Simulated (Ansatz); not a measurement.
A structure relaxed at PBE0-D4/def2-TZVP, charge 0, multiplicity 1:

```json
{"atom": "Cl1", "x (Å)": "-0.0303", "y (Å)": "-1.7559", "z (Å)": "-1.7375"}
{"atom": "C2", "x (Å)": "-0.2663", "y (Å)": "-0.1562", "z (Å)": "-0.9768"}
{"atom": "O3", "x (Å)": "-1.0640", "y (Å)": "-0.2460", "z (Å)": "0.1743"}
{"atom": "Si4", "x (Å)": "0.2436", "y (Å)": "0.3166", "z (Å)": "1.0561"}
{"atom": "O5", "x (Å)": "0.9376", "y (Å)": "0.3543", "z (Å)": "-0.4672"}
{"atom": "H6", "x (Å)": "-0.7038", "y (Å)": "0.4827", "z (Å)": "-1.7441"}
{"atom": "H7", "x (Å)": "0.0455", "y (Å)": "1.6428", "z (Å)": "1.6789"}
{"atom": "H8", "x (Å)": "0.8377", "y (Å)": "-0.6383", "z (Å)": "2.0163"}
```

(1) Give its formula and SMILES.

(2) Point group (tolerance 0.08 Å, 0.16 Å for H)?

(3) Summarise the bond lengths by kind.

Results:

(1) CH3ClO2Si, `ClC1O[SiH2]O1`.

(2) Cs.

(3) 1 × C–Cl 1.787 Å; 2 × C–O 1.403 Å; 1 × C–H 1.090 Å; 2 × O–Si 1.674 Å; 2 × H–Si 1.478 to 1.479 Å.

Results of the Gaussian-basis code of Ansatz.
